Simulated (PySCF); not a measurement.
# Correlation energy of Ne²⁺ (neon, charge +2)

[He] 2s2 2p3 3d1, high-spin 5D determinant (an excited configuration). Calculation: PySCF 2.14, in aug-cc-pwCVDZ; no relativity, point nucleus. Frozen: nothing; 8 electrons correlated.

MP2 pair energies summed by pair of shells (mhartree):

```
 pair  energy  share (%)
2s-2p  -51.22       45.7
1s-1s  -19.72       17.6
2p-2p  -15.26       13.6
2s-2s   -8.23        7.3
1s-2p   -6.04        5.4
2s-3d   -4.64        4.1
1s-2s   -3.58        3.2
2p-3d   -3.45        3.1
```

Total MP2 correlation energy: -112.14 mhartree.

Same-spin part -27.55 and opposite-spin part -84.60 mhartree; SCS-MP2 scales them by 1/3 and 6/5 to -110.70 mhartree.
